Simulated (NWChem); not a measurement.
SiCl₂, singlet; SMILES Cl[Si]Cl

Computed with NWChem. Low-valent species are run as closed-shell singlets; no triplet was tried in these runs. The geometry was optimised at PBE0/def2-SVP. Level PBE/def2-SVP: single points from the atomic guess with DIIS by default; each run changes one setting, and all converged runs end within 0.3 mHa of each other. cgmin counts macro-iterations, each dearer than a DIIS step.

Task: Which setting needs the most SCF iterations, or fails (defaults; no level shifting; quadratically convergent solver (cgmin); level shift of 0.5 Ha throughout; no DIIS, 40 % damping)?

Result: no DIIS, 40 % damping, with 35 against 8 for the defaults.
```json
[
 {"setting": "defaults", "SCF iterations": "8"},
 {"setting": "level shift of 0.5 Ha throughout", "SCF iterations": "17"},
 {"setting": "no DIIS, 40 % damping", "SCF iterations": "35"},
 {"setting": "no level shifting", "SCF iterations": "8"},
 {"setting": "quadratically convergent solver (cgmin)", "SCF iterations": "5"}
]
```
